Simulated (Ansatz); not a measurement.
C$_{5}$H$_{11}$Se, doublet, geometry from GFN2-xTB; PBE/STO-3G run with Ansatz (a program for electronic structure).

Input for Ansatz:
Ansatz 0.2 input:
```yaml
crystal:
  periodic: [false, false, false]
  atoms:
    - {symbol: C, position_ang: [2.29637255, -0.94634639, 0.75234700]}
    - {symbol: C, position_ang: [1.59938250, -0.62937542, -0.52463166]}
    - {symbol: Se, position_ang: [0.20345855, 0.57348155, -0.67304375]}
    - {symbol: C, position_ang: [-1.00289763, -0.04927358, 0.82172781]}
    - {symbol: C, position_ang: [-1.38403725, -1.49819032, 0.59098751]}
    - {symbol: C, position_ang: [-2.20743354, 0.87237582, 0.87129765]}
    - {symbol: H, position_ang: [3.12174512, -0.25208013, 0.94207276]}
    - {symbol: H, position_ang: [2.72498373, -1.94772873, 0.69603122]}
    - {symbol: H, position_ang: [1.62010201, -0.90815918, 1.60305648]}
    - {symbol: H, position_ang: [2.20050582, -0.66402759, -1.42328111]}
    - {symbol: H, position_ang: [-0.41621143, 0.05496636, 1.73939848]}
    - {symbol: H, position_ang: [-1.96706730, -1.86982428, 1.43274878]}
    - {symbol: H, position_ang: [-1.98226257, -1.59236799, -0.31357124]}
    - {symbol: H, position_ang: [-0.49544456, -2.11747333, 0.48177907]}
    - {symbol: H, position_ang: [-2.85759208, 0.59143629, 1.69862159]}
    - {symbol: H, position_ang: [-1.89749548, 1.90695479, 1.01045726]}
    - {symbol: H, position_ang: [-2.77717372, 0.80479040, -0.05419601]}
basis:
  gaussian:
    orbitals: STO-3G
hamiltonian:
  xc: pbe
magnetization: {spin_polarized: true, initial_magnetization: 1}
```

It wrote (shortened):

```
Functional definition: PBE
692 factors; integrals over basis functions are off by at most 3.9e-5 eV
mean field evaluation 1: about -69903.7675 eV, gradient 6.9e0 eV
mean field evaluation 2: about -69903.1110 eV, gradient 1.2e1 eV
mean field evaluation 4: about -69904.1542 eV, gradient 4.0e-1 eV
mean field evaluation 8: about -69903.9886 eV, gradient 2.6e-2 eV
mean field -69903.98858675 eV, -2568.9241979378 hartree, gradient 3.1e-5 eV, S^2 0.752920; 0 other end points of the search recorded, 0 dependent functions left out
reference -69903.98861694 eV, -2568.9241990474 hartree; 38, 37 occupied and 16, 17 virtual orbitals, 692 factors
Total energy: -69903.98861694 eV, -2568.9241990474 hartree
```
